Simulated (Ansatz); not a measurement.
Input file for Ansatz (a program for electronic structure): U-PBE0/def2-TZVPP on BRh, 2S+1 = 3, a spin state set in the input, which need not be the lowest. Elements past Kr take the def2 small-core potentials; no spin–orbit coupling.

Ansatz 0.2 input:
```yaml
crystal:
  periodic: [false, false, false]
  atoms:
    - {symbol: Rh, position_ang: [0.00000000, 0.00000000, 0.00000000]}
    - {symbol: B, position_ang: [0.00000000, 0.00000000, 2.14700000]}
basis:
  gaussian:
    orbitals: def2-TZVPP
hamiltonian:
  xc: {name: PBE0}
magnetization: {spin_polarized: true, initial_magnetization: 2}
relax: {f_tol: 0.002, max_steps: 120}
```

Output:

```
WARN ansatz: RAYON_NUM_THREADS=1 ignored (pool sized by the plan → 1); use --threads N
Functional definition: PBE0
integrals: 0.02 GiB planned
550 factors; their error is unknown
mean field: 0.25 GiB planned
mean field evaluation 1: about -3668.3533 eV, gradient 4.9e1 eV
mean field evaluation 2: about -3284.9840 eV, gradient 1.9e2 eV
mean field evaluation 4: about -3665.1086 eV, gradient 5.7e1 eV
mean field evaluation 8: about -3673.5843 eV, gradient 2.7e1 eV
mean field evaluation 16: about -3679.4782 eV, gradient 4.3e-4 eV
mean field evaluation 32: about -3679.4782 eV, gradient 1.7e-5 eV
mean field -3679.47824573 eV, -135.2183314906 hartree, gradient 1.7e-5 eV, S^2 2.026260; 3 other end points of the search recorded, 0 dependent functions left out
the calculation of the forces begins
reference -3679.47827467 eV, -135.2183325542 hartree; 12, 10 occupied and 75, 77 virtual orbitals, 550 factors
relax step   1: F+E_penalty+E_count = -3679.47824573 eV  Δ(F+E_penalty+E_count) = +0.000e0 eV  max|allowed force component| = 3.811e0 eV/Å  Δτ_max = 0.0000 Å  (126 SCF iters, accepted)
these checks for a lower state are left out or cut short: starts, cluster_reference, orbital_swaps, neighbouring_geometries, increment
integrals: 0.02 GiB planned
550 factors; their error is unknown
mean field: 0.25 GiB planned
mean field -3680.48870564 eV, -135.2554652072 hartree, gradient 2.6e-5 eV, S^2 2.021157; 0 other end points of the search recorded, 0 dependent functions left out
the calculation of the forces begins
reference -3680.48873347 eV, -135.2554662301 hartree; 12, 10 occupied and 75, 77 virtual orbitals, 550 factors
relax step   2: F+E_penalty+E_count = -3680.48870564 eV  Δ(F+E_penalty+E_count) = -1.010e0 eV  max|allowed force component| = 1.053e0 eV/Å  Δτ_max = 0.1712 Å  (54 SCF iters, accepted)
these checks for a lower state are left out or cut short: starts, cluster_reference, orbital_swaps, neighbouring_geometries, increment
integrals: 0.02 GiB planned
550 factors; their error is unknown
mean field: 0.25 GiB planned
mean field -3680.50303468 eV, -135.2559917898 hartree, gradient 2.0e-5 eV, S^2 2.019253; 0 other end points of the search recorded, 0 dependent functions left out
the calculation of the forces begins
reference -3680.50306224 eV, -135.2559928027 hartree; 12, 10 occupied and 75, 77 virtual orbitals, 550 factors
relax step   3: F+E_penalty+E_count = -3680.50303468 eV  Δ(F+E_penalty+E_count) = -1.433e-2 eV  max|allowed force component| = 8.031e-1 eV/Å  Δτ_max = 0.0387 Å  (47 SCF iters, accepted)
these checks for a lower state are left out or cut short: starts, cluster_reference, orbital_swaps, neighbouring_geometries, increment
integrals: 0.02 GiB planned
550 factors; their error is unknown
mean field: 0.25 GiB planned
mean field -3680.51476254 eV, -135.2564227809 hartree, gradient 2.1e-5 eV, S^2 2.020007; 0 other end points of the search recorded, 0 dependent functions left out
the calculation of the forces begins
reference -3680.51479022 eV, -135.2564237979 hartree; 12, 10 occupied and 75, 77 virtual orbitals, 550 factors
relax step   4: F+E_penalty+E_count = -3680.51476254 eV  Δ(F+E_penalty+E_count) = -1.173e-2 eV  max|allowed force component| = 2.175e-3 eV/Å  Δτ_max = 0.0149 Å  (42 SCF iters, accepted)
these checks for a lower state are left out or cut short: starts, cluster_reference, orbital_swaps, neighbouring_geometries, increment
integrals: 0.02 GiB planned
550 factors; their error is unknown
mean field: 0.25 GiB planned
mean field evaluation 64: about -3680.5148 eV, gradient 2.0e-5 eV
mean field -3680.51476264 eV, -135.2564227844 hartree, gradient 2.0e-5 eV, S^2 2.020009; 0 other end points of the search recorded, 0 dependent functions left out
the calculation of the forces begins
reference -3680.51479031 eV, -135.2564238014 hartree; 12, 10 occupied and 75, 77 virtual orbitals, 550 factors
relax step   5: F+E_penalty+E_count = -3680.51476264 eV  Δ(F+E_penalty+E_count) = -9.492e-8 eV  max|allowed force component| = 5.360e-5 eV/Å  Δτ_max = 0.0000 Å  (30 SCF iters, accepted)
integrals: 0.02 GiB planned
550 factors; their error is unknown
mean field: 0.25 GiB planned
mean field -3680.51476264 eV, -135.2564227844 hartree, gradient 2.1e-5 eV, S^2 2.020009; 2 other end points of the search recorded, 0 dependent functions left out
the calculation of the forces begins
reference -3680.51479031 eV, -135.2564238014 hartree; 12, 10 occupied and 75, 77 virtual orbitals, 550 factors
Total energy: -3680.51479031 eV, -135.2564238014 hartree
Atom 0 at    -0.000000    -0.000000     0.195026 Å, force     0.000000    -0.000000    -0.000054 eV/Å
Atom 1 at     0.000000     0.000000     1.951974 Å, force    -0.000000     0.000000     0.000054 eV/Å
Dipole moment:     0.000000     0.000000    -0.360855 e Å
```

The calculation finished and met its thresholds.

Cost: about 16 core-seconds (a rough figure).
